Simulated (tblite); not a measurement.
C4H9AlBrCl.
Bonds: C1–C2, C2–C3, C2–C4, C2–Al5, Al5–Cl6, Al5–Br7. Hydrogens: H8, H9, H10 on C1; H11, H12, H13 on C3; H14, H15, H16 on C4.

Computed with GFN2-xTB (tblite), gas phase: L-BFGS steps from a force-field or distance-geometry start until the largest atomic force falls under 0.01 eV/Å.

Step 12: E = -625.4787 eV
```
atom  x, y, z in Å  |  force x, y, z in eV/Å
C1      0.1709    0.8164   -1.3087   -0.009   0.012  -0.009
C2     -0.0533    0.0113   -0.0200    0.108  -0.006   0.061
C3     -1.0507    0.7490    0.8800   -0.026   0.010  -0.002
C4     -0.6183   -1.3681   -0.3890    0.001  -0.023   0.033
Al5     1.6904   -0.1825    1.0094    0.002  -0.017  -0.034
Cl6     1.9671    0.5079    2.8911    0.047   0.009   0.060
Br7     3.3886   -1.2424   -0.0599   -0.020   0.010   0.005
H8      0.8884    0.3134   -1.9596   -0.042   0.013   0.010
H9     -0.7688    0.9305   -1.8536    0.056  -0.012  -0.010
H10     0.5599    1.8107   -1.0788   -0.046  -0.028  -0.026
H11    -1.2261    0.1916    1.8020   -0.020   0.007  -0.030
H12    -0.6712    1.7355    1.1531   -0.026  -0.014  -0.025
H13    -2.0048    0.8749    0.3645    0.011   0.019   0.049
H14    -1.5609   -1.2595   -0.9281    0.018  -0.030  -0.011
H15     0.0796   -1.9163   -1.0236   -0.022   0.017  -0.002
H16    -0.7986   -1.9633    0.5098   -0.031   0.037  -0.069
```

Step 13: E = -625.4797 eV
```
atom  x, y, z in Å  |  force x, y, z in eV/Å
C1      0.1693    0.8150   -1.3093    0.005   0.007   0.005
C2     -0.0517    0.0111   -0.0190    0.052  -0.001   0.038
C3     -1.0513    0.7489    0.8788   -0.011   0.007   0.007
C4     -0.6189   -1.3673   -0.3904    0.014  -0.015   0.029
Al5     1.6902   -0.1796    1.0148   -0.012  -0.008  -0.018
Cl6     1.9789    0.5062    2.8978    0.033   0.002   0.032
Br7     3.3836   -1.2401   -0.0585    0.002  -0.002  -0.007
H8      0.8887    0.3133   -1.9586   -0.042   0.006  -0.003
H9     -0.7713    0.9258   -1.8540    0.070  -0.015  -0.002
H10     0.5567    1.8098   -1.0810   -0.047  -0.009  -0.025
H11    -1.2252    0.1920    1.8013   -0.033   0.002  -0.027
H12    -0.6702    1.7344    1.1527   -0.035  -0.001  -0.028
H13    -2.0056    0.8746    0.3627    0.028   0.017   0.058
H14    -1.5600   -1.2561   -0.9327    0.040  -0.035   0.007
H15     0.0803   -1.9158   -1.0230   -0.021   0.013  -0.011
H16    -0.8011   -1.9631    0.5069   -0.043   0.030  -0.056
```

Q: Estimate the geometry and energy of step 14. (The exact step hangs on the optimiser's Hessian estimate; all steps are aligned on step 13, rigid shifts and turns removed.)

A: E = -625.4804 eV, largest force 0.059 eV/Å
```
atom  x, y, z in Å  |  force x, y, z in eV/Å
C1      0.1683    0.8139   -1.3095    0.018  -0.002   0.019
C2     -0.0497    0.0109   -0.0176   -0.012   0.005   0.007
C3     -1.0518    0.7488    0.8781    0.009   0.001   0.014
C4     -0.6189   -1.3666   -0.3911    0.024   0.002   0.012
Al5     1.6903   -0.1776    1.0187   -0.014   0.003   0.008
Cl6     1.9881    0.5050    2.9032    0.021  -0.005   0.002
Br7     3.3799   -1.2385   -0.0576    0.019  -0.012  -0.015
H8      0.8881    0.3133   -1.9580   -0.027  -0.005  -0.016
H9     -0.7719    0.9222   -1.8546    0.056  -0.017   0.001
H10     0.5534    1.8090   -1.0830   -0.036   0.018  -0.017
H11    -1.2252    0.1924    1.8004   -0.039  -0.005  -0.012
H12    -0.6702    1.7336    1.1519   -0.033   0.017  -0.023
H13    -2.0059    0.8748    0.3625    0.026   0.014   0.047
H14    -1.5587   -1.2543   -0.9360    0.046  -0.026   0.014
H15     0.0803   -1.9152   -1.0228   -0.010   0.005  -0.019
H16    -0.8038   -1.9626    0.5040   -0.048   0.010  -0.023
```

The energy changes by -0.0007 eV. The first-order estimate −F·Δx gives -0.0010 eV and the mean of the old and new forces, exact on a quadratic surface, -0.0007 eV. The step makes an angle of 69° with the force vector and moves no atom by more than 0.011 Å.

What follows is the cost of the whole relaxation. Time: 0.6 s. Hardware: an Arm Neoverse N1 with one thread, shared host with 64 logical CPUs at a one-minute load of 60.
